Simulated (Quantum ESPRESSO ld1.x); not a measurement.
Values are calculated unless marked as measured or tabulated.
Q: Br3+, 32 electrons, occupied as [Ar] 3d10 4s2 4p2. Level of theory: scalar-relativistic Kohn-Sham, LDA (Slater exchange, Perdew-Wang correlation), spin-unpolarised, spherical densities, point nucleus (ld1.x of Quantum ESPRESSO 7.5). Some entries of the table are withheld. Estimate them.

orbital  occ.  eigenvalue (Ry)  <r^2> (bohr^2)
1s          2        -980.1305             (1)
2s          2              (2)         0.04248
2p          6        -115.1573         0.03355
3s          2         -20.2622             (3)
3p          6              (4)             (5)
3d         10          -7.7441          0.4273
4s          2          -4.0056           2.698
4p          2          -2.9519           3.527

A: 
(1) 1s <r^2> (bohr^2): 0.002467
(2) 2s eigenvalue (Ry): -130.0493
(3) 3s <r^2> (bohr^2): 0.3509
(4) 3p eigenvalue (Ry): -15.5578
(5) 3p <r^2> (bohr^2): 0.3731
